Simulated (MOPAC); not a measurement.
MOPAC input (PM7):

```
PM7 FORCE THERMO(298,298) PRECISE LET GEO-OK AUX(PRECISION=9) THREADS=1
C5H10Se

C     2.90577550 1    0.55625881 1    0.14689307 1
C     1.64066361 1    0.50434764 1    0.54663987 1
Se    0.30206531 1   -0.34228081 1   -0.51343502 1
C    -1.28391641 1    0.04239810 1    0.63707723 1
C    -2.39710039 1   -0.82612995 1    0.08787696 1
C    -1.62405925 1    1.51654671 1    0.59597175 1
H     3.69345592 1    1.02165625 1    0.72398212 1
H     3.26662358 1    0.14289660 1   -0.78380980 1
H     1.27606638 1    0.91664443 1    1.47184588 1
H    -0.99323389 1   -0.27442202 1    1.65318267 1
H    -3.31904696 1   -0.70544066 1    0.67377018 1
H    -2.13837553 1   -1.89318006 1    0.11322654 1
H    -2.64489522 1   -0.57210289 1   -0.95146882 1
H    -0.80231609 1    2.14360559 1    0.96319436 1
H    -2.50232423 1    1.74001910 1    1.21776400 1
H    -1.85829836 1    1.85599561 1   -0.42214890 1
```

From the output:

```
     H   16   0.015435   0.462169   0.460818   4.209754

          HEAT OF FORMATION =      -1.501970 KCALS/MOLE

          ZERO POINT ENERGY      79.806 KCAL/MOL

           NORMAL COORDINATE ANALYSIS (Total motion = 1 Angstrom)

   Root No.       1         2         3         4         5         6         7         8

                 1 A       2 A       3 A       4 A       5 A       6 A       7 A       8 A

                  31.4      67.6     115.4     147.0     169.6     240.2     259.0     308.7

           1   -0.0042    0.0075   -0.0323   -0.0008   -0.0033    0.0039   -0.0255    0.0775
           2    0.0021   -0.0125    0.0638    0.0012    0.0060    0.0259   -0.0125    0.0663
           3    0.0783   -0.0342   -0.0026   -0.0003   -0.0001    0.0009   -0.0008   -0.0007
           4   -0.0042    0.0075   -0.0321   -0.0008   -0.0033    0.0040   -0.0252    0.0766
           5    0.0005   -0.0023    0.0017   -0.0002   -0.0027   -0.0220    0.0031   -0.0362
           6    0.0060    0.0845    0.0237    0.0037    0.0023   -0.0055    0.0057   -0.0002
           7   -0.0021   -0.0012    0.0073   -0.0003   -0.0010   -0.0090   -0.0203   -0.0229
           8   -0.0009    0.0036   -0.0246   -0.0005   -0.0041   -0.0151    0.0045    0.0004
           9   -0.0240   -0.0066    0.0002    0.0011    0.0037   -0.0089    0.0082    0.0049
          10   -0.0038   -0.0046    0.0161   -0.0003    0.0022    0.0171    0.0083   -0.0238
          11   -0.0079   -0.0048    0.0044   -0.0003    0.0052    0.0385    0.0154    0.0004
          12   -0.0005   -0.0085   -0.0064   -0.0045   -0.0075    0.0340   -0.0221   -0.0252
          13   -0.0026    0.0082   -0.0274    0.0050   -0.0018    0.0714    0.0595   -0.0165
          14   -0.0245   -0.0226    0.0404   -0.0065    0.0094    0.0055   -0.0224   -0.0157
          15    0.0602    0.0198   -0.0055    0.0034   -0.0101   -0.0011   -0.0264    0.0023
          16    0.0245   -0.0113    0.0353   -0.0019    0.0112   -0.0441    0.0795    0.0196
          17    0.0341    0.0226    0.0189    0.0084    0.0040    0.0348   -0.0015   -0.0219
          18   -0.0142   -0.0223   -0.0088   -0.0087   -0.0052    0.0247   -0.0030   -0.0087
          19   -0.0049    0.0138   -0.0762   -0.0018   -0.0097   -0.0326   -0.0134   -0.0066
          20    0.0027   -0.0162    0.0931    0.0019    0.0102    0.0504   -0.0209    0.1243
          21    0.0917    0.0233    0.0137    0.0020    0.0007    0.0003   -0.0011   -0.0021
          22   -0.0035    0.0014    0.0104    0.0002    0.0028    0.0387   -0.0379    0.1598
          23    0.0029   -0.0179    0.0930    0.0019    0.0103    0.0505   -0.0212    0.1250
          24    0.1301   -0.1979   -0.0425   -0.0061   -0.0032    0.0076   -0.0067   -0.0002
          25   -0.0051    0.0136   -0.0665   -0.0014   -0.0077   -0.0161   -0.0181    0.0457
          26   -0.0005    0.0026   -0.0204   -0.0005   -0.0055   -0.0337    0.0076   -0.0520
          27   -0.0445    0.2429    0.0611    0.0087    0.0050   -0.0098    0.0091   -0.0028
          28   -0.0283   -0.0131    0.0416   -0.0025    0.0029    0.0209   -0.0244   -0.0478
          29   -0.0340   -0.0232    0.0038   -0.0046    0.0068    0.0437    0.0208   -0.0014
          30   -0.0240   -0.0255   -0.0092   -0.0084   -0.0059    0.0383   -0.0142   -0.0223
          31   -0.0047    0.0049   -0.0137   -0.0093   -0.0079    0.0570    0.0465   -0.0189
          32   -0.0314   -0.0333    0.0857   -0.0532   -0.0109   -0.0434   -0.0670   -0.0238
          33    0.0718    0.0068   -0.0264    0.1979    0.0994   -0.0267   -0.0623    0.0021
          34   -0.0214    0.0161   -0.0309   -0.1206   -0.0741    0.1165    0.1067   -0.0185
          35   -0.0577   -0.0480    0.0194    0.1146    0.0822    0.0237   -0.0306   -0.0360
          36    0.0714    0.0328    0.0034   -0.0761   -0.0573   -0.0014   -0.0146    0.0114
          37    0.0190    0.0136   -0.0730    0.1491    0.0737    0.0868    0.0710   -0.0056
          38    0.0023   -0.0010    0.0465   -0.0880   -0.0406    0.0011   -0.0082    0.0011
          39    0.0864    0.0425    0.0060   -0.1001   -0.0723   -0.0066   -0.0116    0.0195
          40    0.0222   -0.0273    0.0725    0.0712   -0.1037   -0.0729    0.1219    0.0421
          41    0.0480    0.0415   -0.0146   -0.0663    0.1247    0.0535   -0.0331   -0.0411
          42   -0.0578   -0.0426   -0.0024    0.0367   -0.0885    0.0451   -0.0145   -0.0078
          43    0.0223   -0.0192    0.0551    0.0381   -0.0511   -0.0582    0.1000    0.0303
          44    0.0268    0.0050    0.0686    0.1129   -0.1595    0.0083    0.0379   -0.0034
          45   -0.0025   -0.0297   -0.0176   -0.0521    0.0661   -0.0163    0.0483    0.0302
          46    0.0513    0.0041   -0.0070   -0.1156    0.1952   -0.0548    0.0849    0.0272
          47    0.0612    0.0432    0.0148   -0.0127    0.0440    0.0411   -0.0203   -0.0423
          48    0.0074   -0.0053   -0.0075   -0.0146    0.0094    0.0310   -0.0201   -0.0270

   Root No.       9        10        11        12        13        14        15        16

                 9 A      10 A      11 A      12 A      13 A      14 A      15 A      16 A

                 424.4     509.6     555.3     586.5     961.0     983.7     989.3    1006.0

           1    0.0106    0.0007    0.0199    0.0239   -0.0000    0.0000    0.0006    0.0010
           2    0.0041    0.0000    0.0126    0.0155    0.0002    0.0033    0.0038    0.0114
           3   -0.0005    0.0204    0.0002   -0.0006    0.0080   -0.0003   -0.0005    0.0002
           4    0.0103    0.0007    0.0197    0.0237   -0.0000    0.0003    0.0007    0.0012
           5    0.0037    0.0016    0.0661    0.1109   -0.0003   -0.0020   -0.0020   -0.0074
           6    0.0018   -0.0824   -0.0015    0.0023   -0.0615    0.0023    0.0040   -0.0016
           7    0.0012    0.0004   -0.0238    0.0016   -0.0000    0.0002    0.0001    0.0003
           8    0.0012   -0.0004   -0.0037   -0.0256    0.0000   -0.0001    0.0001    0.0001
           9   -0.0024    0.0056   -0.0006    0.0001    0.0009    0.0002   -0.0001   -0.0000
          10   -0.0288   -0.0035    0.0884   -0.0560    0.0015    0.0389    0.0069   -0.0041
          11   -0.0460   -0.0002   -0.0547    0.0413    0.0026    0.0141    0.0139   -0.0039
          12    0.0555    0.0023    0.0210   -0.0165   -0.0001   -0.0342    0.0100   -0.0035
          13   -0.0206   -0.0009    0.0152   -0.0047   -0.0052   -0.0202   -0.0161    0.0321
          14   -0.0309   -0.0017    0.0071   -0.0020   -0.0042   -0.0531   -0.0157   -0.0081
          15   -0.0474   -0.0015    0.0062   -0.0020    0.0010   -0.0451    0.0239    0.0071
          16    0.0146    0.0001    0.0078   -0.0073    0.0055    0.0089    0.0180   -0.0258
          17    0.0485    0.0025   -0.0131    0.0082    0.0048    0.0470    0.0203    0.0079
          18    0.0228    0.0028   -0.0156    0.0105    0.0000    0.0554   -0.0183   -0.0036
          19    0.0101    0.0032    0.0786    0.1388    0.0004    0.0167    0.0193    0.0513
          20    0.0047    0.0014   -0.0271   -0.0636   -0.0010   -0.0101   -0.0110   -0.0286
          21   -0.0110    0.4441    0.0048   -0.0087   -0.1058    0.0026    0.0066   -0.0027
          22    0.0120   -0.0015   -0.0324   -0.0785   -0.0005   -0.0166   -0.0175   -0.0474
          23    0.0050   -0.0040   -0.0254   -0.0597    0.0015   -0.0101   -0.0111   -0.0286
          24    0.0078   -0.2945   -0.0020    0.0044    0.2178   -0.0076   -0.0134    0.0053
          25    0.0120    0.0014    0.0303    0.0297    0.0003   -0.0196   -0.0203   -0.0376
          26    0.0046    0.0028    0.0670    0.1028    0.0027   -0.0166   -0.0174   -0.0356
          27   -0.0037    0.1056    0.0017   -0.0017    0.4572   -0.0174   -0.0305    0.0129
          28   -0.0147   -0.0038    0.1093   -0.0603    0.0072   -0.0558   -0.0324   -0.0626
          29   -0.0451   -0.0001   -0.0528    0.0414   -0.0078    0.0285   -0.0511   -0.0261
          30    0.0455    0.0025    0.0094   -0.0068   -0.0093    0.0005   -0.0496   -0.0251
          31   -0.0192   -0.0017    0.0435   -0.0262   -0.0062    0.0119   -0.0120    0.0708
          32   -0.0280   -0.0046    0.1056   -0.0771   -0.0124    0.0528   -0.0163    0.1703
          33   -0.0874   -0.0052    0.0236   -0.0119   -0.0086    0.0554   -0.0622    0.0231
          34    0.0358    0.0045   -0.0357    0.0286    0.0094   -0.1742    0.0893   -0.0601
          35    0.0428    0.0011    0.0154   -0.0118    0.0066   -0.1762    0.1099    0.0131
          36   -0.0723   -0.0021   -0.0065    0.0083   -0.0021    0.0004   -0.0228   -0.0185
          37   -0.0634   -0.0015   -0.0502    0.0460   -0.0030   -0.0041   -0.0728   -0.1038
          38   -0.0851   -0.0035   -0.0152    0.0174   -0.0102    0.0343   -0.0997   -0.0442
          39   -0.1047   -0.0037   -0.0124    0.0155   -0.0076    0.0464   -0.0787   -0.0290
          40    0.0468    0.0020   -0.0328    0.0175   -0.0154   -0.0613   -0.0515    0.0490
          41    0.0500    0.0015    0.0181   -0.0124    0.0086    0.0519    0.0169   -0.0387
          42   -0.0705   -0.0002   -0.0076    0.0102    0.0355    0.1846    0.1558   -0.0441
          43    0.0309    0.0012   -0.0108    0.0035   -0.0034   -0.0232   -0.0223    0.0133
          44    0.0883    0.0050   -0.0378    0.0201   -0.0117   -0.0302   -0.0672    0.0480
          45    0.0165    0.0040   -0.1133    0.0773   -0.0080   -0.0072   -0.0172    0.1428
          46    0.0182   -0.0000   -0.0317    0.0207   -0.0056   -0.0199   -0.0070    0.0496
          47    0.1171    0.0040    0.0286   -0.0245   -0.0156   -0.0280   -0.1003   -0.0383
          48    0.0816    0.0040    0.0251   -0.0212   -0.0150   -0.0120   -0.1082   -0.0472

   Root No.      17        18        19        20        21        22        23        24

                17 A      18 A      19 A      20 A      21 A      22 A      23 A      24 A

                1009.4    1023.4    1084.8    1168.5    1190.4    1211.4    1218.9    1284.0

           1    0.0036    0.0018   -0.0000    0.0005    0.0027   -0.0078   -0.0096   -0.0002
           2    0.0336    0.0184   -0.0006   -0.0022   -0.0070    0.0216    0.0306    0.0004
           3   -0.0002   -0.0002   -0.1030   -0.0000    0.0001   -0.0001   -0.0002   -0.0000
           4    0.0039    0.0018    0.0000    0.0007    0.0029   -0.0086   -0.0111   -0.0003
           5   -0.0227   -0.0140    0.0002    0.0022    0.0078   -0.0246   -0.0353   -0.0005
           6   -0.0002    0.0004    0.0358   -0.0003   -0.0003   -0.0001    0.0004   -0.0000
           7    0.0007   -0.0013    0.0000   -0.0005    0.0002    0.0006    0.0002    0.0000
           8    0.0015    0.0025   -0.0000    0.0000   -0.0000   -0.0009   -0.0007   -0.0001
           9    0.0004   -0.0007   -0.0001    0.0003    0.0001    0.0001    0.0000   -0.0001
          10   -0.0010    0.0000   -0.0001    0.0658   -0.0246    0.0147   -0.0115    0.0015
          11    0.0017   -0.0074    0.0001   -0.0167   -0.0392    0.0372   -0.0387    0.0044
          12   -0.0008    0.0079   -0.0002   -0.0097    0.0463    0.0475   -0.0256    0.0038
          13   -0.0031   -0.0111    0.0002   -0.0338    0.0206   -0.0175    0.0154    0.0051
          14    0.0070    0.0029   -0.0001    0.0103    0.0351   -0.0337    0.0324    0.0013
          15    0.0009   -0.0085   -0.0000    0.0006   -0.0248   -0.0126    0.0047   -0.0203
          16    0.0132   -0.0104    0.0001   -0.0332    0.0128   -0.0001    0.0012   -0.0119
          17   -0.0157    0.0114    0.0000    0.0126    0.0168   -0.0112    0.0163   -0.0149
          18   -0.0001   -0.0008    0.0002    0.0026   -0.0377   -0.0484    0.0266    0.0054
          19    0.1506    0.0785    0.0005   -0.0043   -0.0137    0.0417    0.0614    0.0009
          20   -0.0835   -0.0426    0.0028    0.0019    0.0070   -0.0210   -0.0301   -0.0005
          21   -0.0004    0.0020    0.4167   -0.0006    0.0005    0.0006   -0.0000    0.0002
          22   -0.1380   -0.0720   -0.0004    0.0062    0.0213   -0.0625   -0.0849   -0.0009
          23   -0.0833   -0.0430    0.0030    0.0024    0.0080   -0.0224   -0.0303   -0.0001
          24    0.0019   -0.0022    0.4157    0.0020    0.0000    0.0005   -0.0002    0.0002
          25   -0.1118   -0.0488   -0.0002   -0.0202   -0.0555    0.1864    0.2619    0.0060
          26   -0.1066   -0.0499   -0.0003   -0.0134   -0.0372    0.1263    0.1765    0.0042
```
